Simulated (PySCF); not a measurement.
# What a mistake does to a calculation on CH6NOSi cation

All numbers below are calculated, not measured. The program is PySCF 2.14.0, an open-source quantum chemistry code, run on an isolated molecule that a program drew, which may never have been made. The molecule is CH6NOSi cation (charge +1, singlet), drawn as the SMILES string `OCN[SiH2+]`.

Each row is a Hartree-Fock (HF) and frozen-core CCSD(T) single point in the cc-pV(D+d)Z basis, meant for a local HF minimum. Run 1 is clean. Each other run has one planted mistake out of seven kinds, and not every kind appears here: one electron removed, one electron added, multiplicity raised by two, geometry at a saddle point, minimal basis STO-3G, one bond length entered in bohr, all coordinates scaled. The reference is restricted for singlets and unrestricted otherwise, and also for a bond in bohr. Adding or removing an electron swaps singlet and doublet. Electrons count all cores. HOMO and LUMO are orbital energies over both spins, the gradient is its largest component, and the lowest frequency (negative if imaginary) is given only where the gradient is small. Bond lengths are over the 9 bonds as drawn. T1 is the CCSD diagnostic: over 0.02 (restricted) or 0.045 (unrestricted) a single reference is doubtful.

Geometry of the clean run:
```xyz
10
CH6NOSi cation, angstrom
O    -2.5370   -0.7950   -1.0882
C    -1.4382   -0.2273   -0.5199
N    -0.1945   -0.8093   -1.1053
Si    1.1303   -0.0791   -1.7041
H    -2.7709   -0.3767   -1.9056
H    -1.4426   -0.4765    0.5361
H    -1.3867    0.8557   -0.6367
H    -0.2282   -1.8191   -1.0949
H     1.1686    1.3776   -1.7360
H     2.2278   -0.9062   -2.1881
```

| run | electrons | basis functions | <S^2> | HOMO (eV) | LUMO (eV) | gradient (hartree/bohr) | lowest frequency (cm^-1) | mean bond (Å) | longest bond (Å) | T1 | HF (hartree) | CCSD(T) (hartree) | mistake |
|---|---|---|---|---|---|---|---|---|---|---|---|---|---|
| 1 | 40 | 95 | 0.000 | -17.26 | -4.35 | 2.7e-05 | 106 | 1.2810 | 1.627 | 0.0160 | -459.36502 | -460.00177 | no fault |
| 2 | 40 | 95 | 0.826 | -16.57 | -4.45 | 1.2e-02 | - | 1.3746 | 1.791 | 0.0539 | -459.23938 | -459.86415 | one bond length entered in bohr |
| 3 | 40 | 30 | 0.000 | -14.97 | -1.26 | 5.8e-02 | - | 1.2810 | 1.627 | 0.0248 | -453.88743 | -454.13111 | minimal basis STO-3G |
| 4 | 40 | 95 | 2.034 | -12.60 | -6.79 | 1.4e-01 | - | 1.2810 | 1.627 | 0.0235 | -459.23352 | -459.83717 | ? |

**Which mistake was planted in run 4, and what did it cost?**

Electrons, basis and geometry are unchanged, and <S^2> is 2.034, beside S(S+1) = 2.00 for a multiplicity of 3. So the mistake is: multiplicity raised by two. Subtracting run 1 and multiplying by 627.51 kcal/mol a hartree, the energy moved by 82.5 kcal/mol in HF and 103.3 kcal/mol in CCSD(T).

Cautions from the logs. Run 2: T1 is over the limit, so its CCSD(T) energy is less reliable; run 3: T1 is over the limit, so its CCSD(T) energy is less reliable.
